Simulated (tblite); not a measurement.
C₆H₁₁N₂ (doublet state).
Numbering: `[CH3:1][CH2:2][CH2:3][N:4]1[CH2:5][CH:6][CH:7]=[N:8]1` (hydrogens: H9, H10, H11 on C1; H12, H13 on C2; H14, H15 on C3; H16, H17 on C5; H18 on C6; H19 on C7)
Bond orders are those of one Lewis drawing.

Computed with GFN2-xTB (tblite), gas phase: L-BFGS steps from a force-field or distance-geometry start until the largest atomic force falls under 0.01 eV/Å.

Step 0: E = -659.2731 eV
```
atom  x, y, z in Å  |  force x, y, z in eV/Å
C1     -2.0761    1.0191   -0.1573   -0.525   0.409   0.036
C2     -1.8011   -0.4670   -0.1258   -0.122  -0.385   0.492
C3     -0.7053   -0.8451    0.8999    0.268   0.580  -0.308
N4      0.5866   -0.2892    0.5632   -0.617   0.574   1.135
C5      1.4264   -0.8065   -0.4956    0.029   0.757   0.473
C6      2.5718    0.1223   -0.4130   -0.339   2.164   2.223
C7      2.2323    1.0435    0.6681    2.767  -0.761  -2.540
N8      1.0944    0.8031    1.2328   -1.269  -1.560  -0.669
H9     -2.9058    1.2239   -0.8436    0.163  -0.011   0.104
H10    -1.2181    1.5861   -0.4980    0.157  -0.009   0.050
H11    -2.3708    1.3924    0.8316    0.166  -0.150  -0.239
H12    -1.5156   -0.8137   -1.1169    0.073  -0.050  -0.070
H13    -2.7247   -0.9981    0.1597    0.284   0.104  -0.077
H14    -0.9911   -0.4947    1.8949    0.096   0.184  -0.109
H15    -0.6123   -1.9222    0.9507    0.034  -0.468  -0.079
H16     0.9038   -0.7157   -1.4466   -0.142  -0.301  -0.365
H17     1.7091   -1.8358   -0.2888   -0.071  -0.441  -0.122
H18     3.4694    0.1521   -1.0010   -0.229  -0.119   0.048
H19     2.9171    1.8549    0.9549   -0.724  -0.520   0.017
```

Step 1: E = -659.5400 eV
```
atom  x, y, z in Å  |  force x, y, z in eV/Å
C1     -2.0836    1.0249   -0.1567   -0.037   0.021  -0.030
C2     -1.8028   -0.4725   -0.1187    0.045   0.079   0.014
C3     -0.7014   -0.8368    0.8955   -0.050  -0.030   0.079
N4      0.5778   -0.2810    0.5794   -0.175  -0.176   0.027
C5      1.4268   -0.7956   -0.4889   -0.147   0.398   0.403
C6      2.5670    0.1532   -0.3812    0.555   0.456   0.025
C7      2.2718    1.0326    0.6318   -0.183  -0.217  -0.025
N8      1.0763    0.7808    1.2232    0.742  -0.072  -0.652
H9     -2.9034    1.2237   -0.8421   -0.032   0.041  -0.038
H10    -1.2159    1.5860   -0.4973    0.026  -0.064   0.083
H11    -2.3684    1.3903    0.8282    0.067  -0.035  -0.026
H12    -1.5146   -0.8144   -1.1179    0.014  -0.002   0.096
H13    -2.7207   -0.9966    0.1586    0.083  -0.046   0.033
H14    -0.9897   -0.4921    1.8934    0.060   0.166  -0.101
H15    -0.6118   -1.9289    0.9495    0.045  -0.052  -0.102
H16     0.9018   -0.7200   -1.4518    0.042  -0.212  -0.061
H17     1.7081   -1.8421   -0.2905   -0.109   0.008  -0.135
H18     3.4661    0.1504   -1.0004   -0.602  -0.073   0.345
H19     2.9067    1.8474    0.9551   -0.345  -0.191   0.065
```

Step 2: E = -659.5667 eV
```
atom  x, y, z in Å  |  force x, y, z in eV/Å
C1     -2.0848    1.0258   -0.1571    0.018  -0.018  -0.034
C2     -1.8023   -0.4718   -0.1179    0.018   0.075  -0.007
C3     -0.7018   -0.8366    0.8963   -0.080  -0.076   0.063
N4      0.5745   -0.2829    0.5812    0.080  -0.104  -0.098
C5      1.4247   -0.7888   -0.4823    0.007   0.170   0.115
C6      2.5748    0.1627   -0.3781    0.034  -0.151  -0.183
C7      2.2725    1.0284    0.6283    0.038   0.175   0.169
N8      1.0857    0.7779    1.2127    0.218   0.034  -0.179
H9     -2.9037    1.2243   -0.8425   -0.042   0.044  -0.046
H10    -1.2153    1.5850   -0.4960    0.021  -0.054   0.072
H11    -2.3672    1.3896    0.8275    0.043  -0.014   0.010
H12    -1.5143   -0.8145   -1.1165    0.020  -0.001   0.085
H13    -2.7191   -0.9972    0.1590    0.066  -0.047   0.037
H14    -0.9887   -0.4894    1.8917    0.036   0.159  -0.043
H15    -0.6111   -1.9302    0.9479    0.029  -0.007  -0.086
H16     0.9022   -0.7235   -1.4532    0.101  -0.160   0.053
H17     1.7064   -1.8425   -0.2927   -0.109   0.145  -0.121
H18     3.4569    0.1491   -0.9952   -0.208  -0.055   0.092
H19     2.9007    1.8440    0.9561   -0.291  -0.116   0.100
```

Question: Estimate the geometry and energy of step 3. (The exact step hangs on the optimiser's Hessian estimate; all steps are aligned on step 2, rigid shifts and turns removed.)

Answer: E = -659.5738 eV, largest force 0.229 eV/Å
```
atom  x, y, z in Å  |  force x, y, z in eV/Å
C1     -2.0849    1.0257   -0.1578   -0.006  -0.003  -0.018
C2     -1.8020   -0.4705   -0.1177    0.001   0.019   0.017
C3     -0.7033   -0.8377    0.8975    0.006  -0.012  -0.005
N4      0.5751   -0.2849    0.5802    0.086   0.003  -0.021
C5      1.4244   -0.7842   -0.4789    0.031  -0.014  -0.067
C6      2.5767    0.1625   -0.3800   -0.181  -0.042   0.067
C7      2.2745    1.0306    0.6297   -0.016  -0.128  -0.092
N8      1.0908    0.7773    1.2073   -0.018   0.051   0.014
H9     -2.9045    1.2252   -0.8434   -0.018   0.038  -0.029
H10    -1.2148    1.5838   -0.4944    0.034  -0.037   0.053
H11    -2.3661    1.3891    0.8275    0.033  -0.011   0.007
H12    -1.5138   -0.8146   -1.1148    0.030  -0.005   0.055
H13    -2.7175   -0.9981    0.1597    0.056  -0.037   0.033
H14    -0.9878   -0.4859    1.8906    0.028   0.142  -0.009
H15    -0.6104   -1.9308    0.9460    0.014  -0.009  -0.065
H16     0.9041   -0.7272   -1.4526    0.095  -0.119   0.056
H17     1.7041   -1.8401   -0.2953   -0.083   0.135  -0.093
H18     3.4514    0.1479   -0.9926    0.025  -0.065  -0.077
H19     2.8940    1.8410    0.9581   -0.116   0.092   0.175
```

The energy changes by -0.0071 eV. The first-order estimate −F·Δx gives -0.0123 eV and the mean of the old and new forces, exact on a quadratic surface, -0.0071 eV. The step makes an angle of 21° with the force vector and moves no atom by more than 0.008 Å.

The cost below is that of the whole relaxation. Time: 0.32 s. Hardware: Arm Neoverse V1, one thread, no GPU, shared host with 32 logical CPUs at a one-minute load of 33.
